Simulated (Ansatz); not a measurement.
Species: sum formula BNH (charge -1, singlet). SMILES of the parent species: B=[N]
Structure (B3LYP-D3(BJ)/def2-TZVP (Ansatz, an electronic-structure program) minimum search):
```xyz
3

B      0.0000     0.0000    -0.5880
N      0.0000     0.0000     0.6732
H      0.0000     0.0000    -1.7723
```
Charge -1, spin multiplicity 1.

Parts of the frozen-core correlation energy in STO-3G (Ansatz, hartree). Frozen orbitals: 2; correlated occupied orbitals by spin: 5 and 5; virtual: 4 and 4. No spin-orbit coupling. Non-relativistic. The restricted reference is unstable.

```
term                           value
-------------------------  ---------
reference (HF)             -78.48388
MP2 opposite-spin                  ?
MP2 same-spin                      ?
CCSD correlation            -0.15383
(T)                                ?
FCI minus CCSD(T)           -0.00198
T1 diagnostic                  0.014
largest doubles amplitude      0.149
```

Q: Fill in the missing entries.

A: 
- MP2 opposite-spin, value: -0.11167
- MP2 same-spin, value: -0.03419
- (T), value: -0.00244
